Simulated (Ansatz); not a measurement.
`NC[SiH2]P` + `B[SiH2]OCC` → `B[SiH2]CN` + `CCO[SiH2]P`  (redistribution)

Isolated molecules relaxed with PBE0-D4/def2-TZVP in Ansatz; ΔE leaves out vibrations. CBS: MP2 limit from def2 TZ/QZ plus the TZ coupled-cluster correction, frozen cores. Functionals use def2-TZVPP. B3LYP here is the variant with VWN-RPA as its local correlation; programs differ in this. Each species was taken in one conformer, which may not be the lowest.

`NC[SiH2]P`:

Z-matrix (Å, degrees):
```
C
Si 1 1.884
N 1 1.456 2 110.5
H 1 1.096 2 106.6 3 118.4
H 1 1.103 2 108.9 3 -127.5
P 2 2.261 1 108.0 3 57.1
H 2 1.490 1 109.5 3 179.9
H 2 1.486 1 110.7 3 -59.7
H 3 1.012 1 111.4 2 -178.5
H 3 1.012 1 111.3 2 -58.8
H 6 1.419 2 94.2 1 178.4
H 6 1.421 2 94.2 1 84.3
```

`B[SiH2]OCC`:

Cartesian coordinates in Å:
```
B -0.541 -0.354 2.579
Si -0.131 -1.418 0.928
O -0.289 -0.616 -0.504
C 0.474 0.534 -0.808
C 0.001 1.118 -2.116
H -0.733 0.827 2.592
H -0.578 -0.921 3.634
H -1.033 -2.595 0.824
H 1.275 -1.916 1.092
H 1.538 0.267 -0.874
H 0.374 1.278 -0.005
H 0.108 0.387 -2.920
H 0.587 2.004 -2.372
H -1.050 1.403 -2.050
```

`B[SiH2]CN`:

Cartesian coordinates in Å:
```
B 1.391 -1.139 -1.565
Si 0.412 0.370 -0.671
C -0.432 -0.096 0.950
N -1.201 1.017 1.489
H 1.320 -2.276 -1.197
H 2.067 -0.924 -2.530
H 1.318 1.537 -0.466
H -0.644 0.811 -1.641
H -1.008 -1.023 0.788
H 0.360 -0.355 1.662
H -1.674 0.759 2.346
H -1.911 1.318 0.834
```

`CCO[SiH2]P`:

Z-matrix (Å, degrees):
```
C
C 1 1.508
H 1 1.093 2 110.4
H 1 1.092 2 110.5 3 -120.1
H 1 1.092 2 110.5 3 120.1
O 2 1.417 1 109.2 3 179.9
H 2 1.098 1 110.3 3 -59.3
H 2 1.098 1 110.3 3 59.1
Si 6 1.644 2 122.5 1 179.2
P 9 2.239 6 110.9 2 179.6
H 9 1.491 6 110.3 2 -60.0
H 9 1.491 6 110.3 2 59.2
H 10 1.421 9 93.0 6 47.0
H 10 1.421 9 93.0 6 -46.9
```

| level | ΔE (kcal/mol) |
| --- | --- |
| B3LYP-D4 | -0.1 |
| ωB97M-V | -0.4 |
| B2PLYP | -0.6 |
| PBE | -0.7 |
| r2SCAN | -0.5 |
| SCS-MP2/def2-QZVPP | -0.3 |
| MP2/CBS(def2) | -0.2 |
| CCSD/CBS(def2) | -0.4 |

(1) What does CCSD(T)/CBS give? (Estimate.)

Largest T1 diagnostic among the species: 0.012.

Results:

(1) Computed: -0.3 kcal/mol. The listed levels differ from it by 0.2, -0.1, -0.3, -0.4, -0.2, 0.0, 0.1, -0.1 kcal/mol.

The D4 term adds +0.7 kcal/mol with B3LYP and +0.4 kcal/mol with PBE0; it sums over pairs of atoms, weighted by their polarisabilities, and B3LYP, whose exchange is more repulsive, gets the larger term.
